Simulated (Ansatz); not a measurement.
Consider the cleavage of the Si–Al bond: `[SiH3][Al]([Cl])[Cl]` + `[OH][Ga]([OH])[F]` → `[OH][Ga]([F])[O][SiH3]` + `[Cl][AlH][Cl]`.

Calculated with Ansatz (gas phase, PBE0-D4/def2-TZVP geometries, no zero-point term in ΔE). CCSD(T)/CBS adds triple-zeta CCSD(T) − MP2 to the extrapolated MP2 energy (def2 sets, frozen cores). This one scheme is used for every species. Functionals use def2-TZVPP. For Ga outer-core shells are correlated without core-valence functions, which leaves a few kJ/mol of doubt a bond. Scalar relativity is left out up to krypton. Each species was taken in one conformer, which may not be the lowest.

| level | ΔE (kJ/mol) | difference from CCSD(T)/CBS |
| --- | --- | --- |
| PBE-D4 | -58.2 | 28.3 |
| r2SCAN-D4 | -80.2 | 6.3 |
| PBE | -57.9 | 28.6 |
| revPBE | -57.1 | 29.4 |
| BHLYP | -99.0 | -12.5 |
| LC-ωPBE | -79.5 | 7.0 |
| CCSD/def2-SVP | -86.6 | -0.1 |
| CCSD(T)/def2-SVP | -84.3 | 2.2 |
| HF/def2-TZVPP | -115.8 | -29.3 |
| HF/def2-QZVPP | -118.4 | -31.9 |
| CCSD(T)/CBS | -86.5 | 0 |

Largest T1 diagnostic among the species: 0.014.

From BLYP to BHLYP (50 % exact exchange), in def2-TZVPP and without D4, ΔE moves by −20.5 kJ/mol. In def2-TZVPP, CCSD(T) changes the Hartree–Fock value by +28.9 kJ/mol (the triples alone add +3.9 kJ/mol) and MP2 by +21.1 kJ/mol. Leaving LDA and LC-ωPBE aside and taking each functional with its dispersion term where it has one, the values, not all of them listed here, spread over 40.6 kJ/mol, from BHLYP-D4 to PBE-D4.
